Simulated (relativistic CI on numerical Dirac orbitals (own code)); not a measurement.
**Hyperfine structure of Au55+, mass number 197**

Calculated at this level of theory: Dirac-Coulomb-Breit CI, separate exchange-only KLI orbitals for each configuration, model QED, unscaled Slater integrals (own radial code, finite nucleus).

CI space (outside the closed core [Ne]): 3s2 3p6 3d6, 3s2 3p5 3d7, 3s2 3p4 3d8, 3s 3p6 3d7, 3p6 3d8, 3s 3p5 3d8, 3s2 3p6 3d5 4s, 3s2 3p6 3d5 4p, 3s2 3p4 3d7 4s, 3s2 3p6 3d5 4d, 3s2 3p5 3d6 4s, 3s2 3p6 3d5 4f, 3s2 3p6 3d4 4s2, 3s 3p6 3d6 4s, 3p6 3d7 4s, 3p6 3d7 4p. Levels of other configurations are missing.

Nuclear spin I = 3/2, μ = 0.1452 μN, Q = 0.547 b (tables of Stone and Pyykkö). The electronic factors are computed for point nuclear moments, without core polarisation or the Bohr-Weisskopf and QED corrections.

```
           Level  E (cm⁻¹)  A (MHz)  B (MHz)
3s2 3p6 3d6 5D_3    711951     3252     1730
3s2 3p6 3d6 3H_6    791091     6814   -46900
3s2 3p6 3d6 3G_5    791892     6122    23800
3s2 3p6 3d6 3P_1   1000828     3233    35600
```

Levels with J = 0, under 50 % of one LS term, or S terms without an open s electron are left out. Small factors come from cancelling terms and can be off by tens of per cent or more.

At this charge energies of transitions that change n are usually good to better than 1 %, and those within a shell (Δn = 0) to a few per cent.

(1) Give the hyperfine levels of 3s2 3p6 3d6 5D_3 relative to its centre of gravity.

Results:

(1) With K = F(F + 1) − I(I + 1) − J(J + 1), E = AK/2 + B[¾K(K + 1) − I(I + 1)J(J + 1)]/[2I(2I − 1)J(2J − 1)]: F = 3/2: -18470, F = 5/2: -11640, F = 7/2: -863.8, F = 9/2: 15060 MHz.

LS names give the leading component of a level, which can be under half, so a name can repeat, a term be missing and a line seem to break the LS rules.
